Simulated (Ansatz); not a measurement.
```xyz
13

Si    0.443   -0.497    2.184
Si    0.662   -0.432   -0.139
C    -0.982   -0.705   -1.125
O    -1.201    0.609   -1.679
Si    0.138    1.527   -1.275
H     1.662    0.054    2.833
H    -0.730    0.326    2.582
H     0.234   -1.889    2.668
H     1.806   -1.269   -0.599
H    -0.885   -1.439   -1.932
H    -1.843   -0.987   -0.513
H     0.934    1.937   -2.466
H    -0.238    2.767   -0.541
```

The species carries charge 0 and has multiplicity 1.

(1) List the r2SCAN/def2-TZVPP orbital energies in eV (Ansatz). (Estimate.)

## Answers

(1) Computed: Occupied: -1791.49, -1791.02, -1790.89, -515.76, -274.42, -141.87, -141.52, -141.40, -96.77, -96.71, -96.70, -96.38, -96.37, -96.37, -96.27, -96.25, -96.24, -26.55, -17.47, -14.78, -13.68, -12.13, -11.62, -11.13, -10.47, -9.12, -9.03, -8.98, -7.97, -7.03, -6.89, -6.63. Lowest empty: -1.23, -0.92, -0.65, -0.05, 0.35, 0.85, 1.15, 1.50.
